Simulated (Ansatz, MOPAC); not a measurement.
Species: C$_{2}$ClF$_{2}$ (charge 0, doublet). SMILES: FC(F)=[C]Cl

Atoms: C1, C2, F3, F4, Cl5. Bonds: C1-C2, C1-Cl5, C2-F3, C2-F4.

Bond lengths (Å) and angles (degrees) optimised at PM3 with MOPAC; HF/STO-3G with Ansatz (a program for electronic structure); PBE/6-31G* with Ansatz; B3LYP/LANL2DZ with Ansatz, each started from the B3LYP-D3(BJ)/def2-TZVP structure (Ansatz) of the last column. A row stands for all coordinates that are equal there. 6-31G* holds six Cartesian d functions. No wavenumbers were computed at HF/STO-3G, PBE/6-31G*, B3LYP/LANL2DZ, so these may be saddle points.

| coordinate | PM3 | HF/STO-3G | PBE/6-31G* | B3LYP/LANL2DZ | B3LYP-D3(BJ)/def2-TZVP |
|---|---|---|---|---|---|
| C1-C2 | 1.330 | 1.378 | 1.325 | 1.323 | 1.307 |
| C1-Cl5 | 1.521 | 1.754 | 1.671 | 1.735 | 1.653 |
| C2-F3 | 1.330 | 1.351 | 1.332 | 1.373 | 1.321 |
| C2-F4 | 1.333 | 1.354 | 1.339 | 1.383 | 1.328 |
| C2-C1-Cl5 | 160.2 | 127.5 | 134.4 | 135.1 | 135.9 |
| C1-C2-F3 | 125.8 | 122.5 | 123.3 | 123.7 | 123.9 |
| C1-C2-F4 | 126.8 | 124.1 | 125.6 | 126.2 | 125.6 |
| F3-C2-F4 | 107.5 | 113.3 | 111.2 | 110.0 | 110.5 |

Mean signed difference of all 4 bond lengths from B3LYP-D3(BJ)/def2-TZVP: PM3 -0.024 Å, HF/STO-3G 0.057 Å, PBE/6-31G* 0.015 Å, B3LYP/LANL2DZ 0.051 Å.
